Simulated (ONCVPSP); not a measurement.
## Bi: one change to an ONCV potential, before and after

bismuth, optimised norm-conserving Vanderbilt (ONCV), made with ONCVPSP 4.0.1 (PBE, scalar-relativistic). Core [Xe] 4f14, reference 5d10 6s2 6p2 (charge +1). Waves: 6s: rc 2.05 bohr, ncon 3, nbas 7, qcut 3.4 1/bohr, 2 projectors, debl 1.4 Ha; 6p: rc 2.25 bohr, ncon 4, nbas 8, qcut 3.7 1/bohr, 3 projectors, debl 1.1 Ha; 5d: rc 1.45 bohr, ncon 3, nbas 8, qcut 10.9 1/bohr, 2 projectors, debl 2.5 Ha; f scattering state at 0.32 Ha: rc 2.40 bohr, ncon 3, nbas 6, qcut 4.2 1/bohr, 2 projectors, debl 3 Ha. Local part: polynomial inside 1.25 bohr (lpopt 2, dvloc0 0 Ha). Core correction: Teter function, fcfact 3.5, rcfact 1.6.

All-electron outer shells of the reference configuration (PBE, scalar-relativistic, ld1.x):

| shell | level (eV) | outermost node (bohr) | outermost maximum (bohr) |
| --- | --- | --- | --- |
| 4f | -160.75 | – | 0.34 |
| 5p | -104.00 | 0.48 | 0.86 |
| 5d | -35.19 | 0.51 | 1.03 |
| 6s | -22.11 | 0.98 | 1.86 |
| 6p | -11.44 | 1.14 | 2.35 |

Change: all radii but the core radius scaled by about 1.33 (s 2.72, p 3.00, d 1.92, f 3.18 bohr); local potential polynomial inside 1.66 bohr (lpopt 2, dvloc0 0 Ha).

Cutoffs: the cutoffs (Ha) at which the residual kinetic energy of the hardest occupied pseudo-wave falls to 1 and 0.1 mHa per electron; they do not see the model core or the augmentation charge, which bear on the density cutoff. Errors are all-electron minus pseudo energies relative to the spin-unpolarised reference configuration.

Q: How do hardness, ghosts and transferability respond?

A: The potential gets neither clearly harder nor softer (27 Ha and 32 Ha → 26 Ha and 30 Ha); the bound ghost in f, p, s disappears; the lowest positive-energy flag moves from none to s at 52.2 eV; of the 4 tests that both files solve, the error grows in 2 and shrinks in 2 by more than 15 % and 0.3 meV (median size 33.6 → 43.9 meV).

| quantity | base | changed |
| --- | --- | --- |
| cutoff, loose | 27 Ha | 26 Ha |
| cutoff, tight | 32 Ha | 30 Ha |
| loose cutoff by channel | s 8.8 Ha, p 5.9 Ha, d 27 Ha | s 4.5 Ha, p 4.5 Ha, d 26 Ha |
| bound ghosts | p, f, s | none |
| GHOST(+) flags under 300 eV | none | s at 52.2 eV, p at 139.3 eV |
| error for 5d10 6s2 6p3, meV [ΔE -7.91 eV] | +1.8 | +1.0 |
| error for 5d10 6s2 6p1, meV [ΔE 15.25 eV] | -13 | -16 |
| error for 5d10 6s2 6p0, meV [ΔE 38.59 eV] | -54 | -72 |
| error for 5d9 6s2 6p4, meV [ΔE 16.29 eV] | -224 | -137 |
| rms error of d²Exc/dni dnj with the model core, mHa | 0.70 | 1.50 |

 A true bound ghost makes a file unfit for plane-wave use even where its test errors are small: the radial tests pick states by their node count and pass the ghost by.
